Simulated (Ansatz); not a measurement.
C$_{3}$H$_{10}$O$_{2}$Si (SMILES CO[Si](C)(C)O), singlet, at a GFN2-xTB geometry; MP2/pcseg-1 (Ansatz, a first-principles code).

Ansatz was given this input:
Ansatz 0.2 input:
```yaml
crystal:
  periodic: [false, false, false]
  atoms:
    - {symbol: C, position_ang: [2.09724158, -0.11372102, 1.06399925]}
    - {symbol: O, position_ang: [0.78808953, -0.56526079, 0.86130069]}
    - {symbol: Si, position_ang: [-0.31555673, 0.00021315, -0.18664505]}
    - {symbol: C, position_ang: [-0.96734890, 1.73304669, 0.27740203]}
    - {symbol: C, position_ang: [-1.69390816, -1.29715844, -0.13902196]}
    - {symbol: O, position_ang: [0.43272163, 0.08111034, -1.64673546]}
    - {symbol: H, position_ang: [2.09559694, 0.86063915, 1.55876689]}
    - {symbol: H, position_ang: [2.60537215, -0.83990939, 1.69938558]}
    - {symbol: H, position_ang: [2.62657457, -0.02635808, 0.11394790]}
    - {symbol: H, position_ang: [-1.30652980, 1.76325484, 1.30796790]}
    - {symbol: H, position_ang: [-1.80511754, 2.03270520, -0.34549331]}
    - {symbol: H, position_ang: [-0.19409614, 2.48938760, 0.16623935]}
    - {symbol: H, position_ang: [-2.07063036, -1.43966654, 0.86682320]}
    - {symbol: H, position_ang: [-2.52977371, -0.99628479, -0.76253154]}
    - {symbol: H, position_ang: [-1.34212407, -2.25883154, -0.49736187]}
    - {symbol: H, position_ang: [-0.04387395, 0.35227968, -2.42551121]}
basis:
  gaussian:
    orbitals: pcseg-1.json
magnetization: {spin_polarized: false}
correlation: {method: mp2}
```
The basis file holds pcseg-1 in the JSON format of the Basis Set Exchange.

The log (banner, timings and long lists left out):

```
Functional definition: HF
1427 factors; integrals over basis functions are off by at most 1.3e-3 eV
mean field evaluation 1: about -15180.9674 eV, gradient 5.0e1 eV
mean field evaluation 2: about -15181.1362 eV, gradient 5.0e1 eV
mean field evaluation 4: about -15186.4897 eV, gradient 4.8e0 eV
mean field evaluation 8: about -15186.5624 eV, gradient 1.7e-4 eV
mean field -15186.56243691 eV, -558.0958757346 hartree, gradient 9.3e-7 eV, S^2 0.000000; 0 other end points of the search recorded, 0 dependent functions left out
10 core orbitals not correlated
reference -15186.56243691 eV, -558.0958757346 hartree; 19, 19 occupied and 109, 109 virtual orbitals, 1427 factors
second order -24.39921917 eV of doubles, -0.00000000 eV of singles
Total energy: -15210.96165608 eV, -558.9925305007 hartree
```
